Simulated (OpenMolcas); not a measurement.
Cr2+ with 6 ligands (oxide) in octahedral coordination (Oh). A charge of +1.67 e stands 2.8 Å behind each ligand. Ligand basis ANO-RCC-VDZP.

```json
{
 "Program": "OpenMolcas",
 "Method": "SS-CASPT2, IPEA 0.25 Eh, imaginary shift 0.1 Eh (closed shells correlated: 3s 3p and the ligand valence shells)",
 "Basis": "ANO-RCC-VDZP [5s4p2d1f]",
 "Scalar Hamiltonian": "DKH2, point nucleus",
 "Active space": "4 electrons in 5 orbitals (3d)",
 "State averaging": "2S+1 = 5 even, 5 roots; 2S+1 = 3 even, 45 roots; 2S+1 = 1 even, 50 roots",
 "Spin-orbit coupling": "RASSI with atomic mean-field integrals over the reference wave functions"
}
```

All ligands move together. At R = 2.11 Å the first state of the same spin is 6920 cm-1, and at R = 2.18 Å it is 6020 cm-1.

Task: A third run gives 4890 cm-1. What distance was it run at?

Result: With a power law R^-n the two known points give n = -ln(6020 / 6920) / ln(2.18 / 2.11) = 4.27. Then R = 2.11 × (6920 / 4890)^(1/4.27) = 2.289 Å. The run was at 2.28 Å, so the estimate is off by +0.009 Å.

Roots that are degenerate in the reference are averaged as groups; the widest CASPT2 spread within a group is 150 cm-1 (the 2-fold group of multiplicity 1 near 31800 cm-1 above the lowest state of its run, R = 2.28). Shifts and gaps below about the spread of the groups concerned are not significant. Over all roots computed the reference weight is 0.63 to 0.65 in R = 2.11, 0.63 to 0.65 in R = 2.18, 0.64 to 0.65 in R = 2.28; a low but even weight reflects the number of correlated electrons. An orbital doublet at a regular site is open to a Jahn-Teller distortion, which this geometry leaves out. The oxide ions are held by bare point charges, a crude embedding. Ligand-to-metal charge-transfer states are missing. These CASPT2 states fit no ligand-field parameters well, so their order and spin gaps are uncertain. With no ligand orbital active B as a rule stays too high, so bands that hang on it stand too high and its fall with covalency is understated. With one d shell and no ligand orbital active, 10Dq can be off by tens of per cent for divalent 3d ions, low with halides held by bare charges and at times high in hosts. Free-ion shares, where given, are those of the reference states; single-state CASPT2 does not remix them. No measured value stands beside these numbers; the geometry is a model, was not optimised and need not be the one that this ion takes.
